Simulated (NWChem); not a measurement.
Species: C$_{2}$H$_{5}$BO; SMILES C=CBO

```xyz
9

B     -0.4544     0.6305     0.0017
H     -1.6646     0.5592     0.0040
C      0.4180    -0.6601     0.0017
C     -0.1412    -1.8794    -0.0014
H      1.5171    -0.6034     0.0036
H      0.4466    -2.8041    -0.0023
H     -1.2308    -1.9962    -0.0032
O      0.0644     1.8798    -0.0012
H      1.0280     1.8902    -0.0031
```
Atoms are numbered in this order, from 1.

Computed with NWChem. All runs use the structure optimised with PBE0/def2-SVP. Ions are spin-unrestricted doublets at the neutral geometry; other ion states weren't tried.

Task: Estimate the computed values for B3LYP/def2-SVP. Quantities: vertical ionisation energy, ΔSCF (eV); −ε(HOMO) (eV).

Result: vertical ionisation energy, ΔSCF (eV): 10.44
−ε(HOMO) (eV): 7.79
